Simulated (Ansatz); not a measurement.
Isolated molecules relaxed with PBE0-D4/def2-TZVP in Ansatz; ΔE leaves out vibrations. CCSD(T)/CBS adds triple-zeta CCSD(T) − MP2 to the extrapolated MP2 energy (def2 sets, frozen cores). This one scheme is used for every species. DFT in def2-TZVPP. For Br, Ge outer-core shells are correlated without core-valence functions, which leaves a few kJ/mol of doubt a bond. Scalar relativity is left out up to krypton.

Consider the ligand exchange at a Ge–Cl bond: `[F][Ge]([F])([Cl])[Br]` + H–F → `[F][Ge]([F])([F])[Br]` + HCl.

**Question.** Is it downhill or uphill in electronic energy at CCSD(T)/CBS, and by how much? (Best estimate.)

**Answer.** The calculation gave: Uphill: ΔE = +12.5 kJ/mol.

**Question.** What do these levels give: LDA (SPW92), B97M-V, SCS-MP2/def2-TZVPP, CCSD/def2-TZVPP, MP2/def2-QZVPP, HF/CBS(def2)? (Estimate.)

**Answer.** The calculation gave: LDA (SPW92) 12.0, B97M-V 3.2, SCS-MP2/def2-TZVPP 5.4, CCSD/def2-TZVPP 4.5, MP2/def2-QZVPP 14.2, HF/CBS(def2) -3.9 kJ/mol.

Largest T1 diagnostic among the species: 0.011.

Leaving LDA and LC-ωPBE aside and taking each functional with its dispersion term where it has one, the values, not all of them listed here, spread over 12.5 kJ/mol, from B97M-V to HSE06-D4. From r2SCAN to r2SCAN0 (25 % exact exchange), in def2-TZVPP and without D4, ΔE moves by +3.2 kJ/mol. In def2-TZVPP, CCSD(T) changes the Hartree–Fock value by +7.3 kJ/mol (the triples alone add +1.6 kJ/mol) and MP2 by +12.5 kJ/mol.
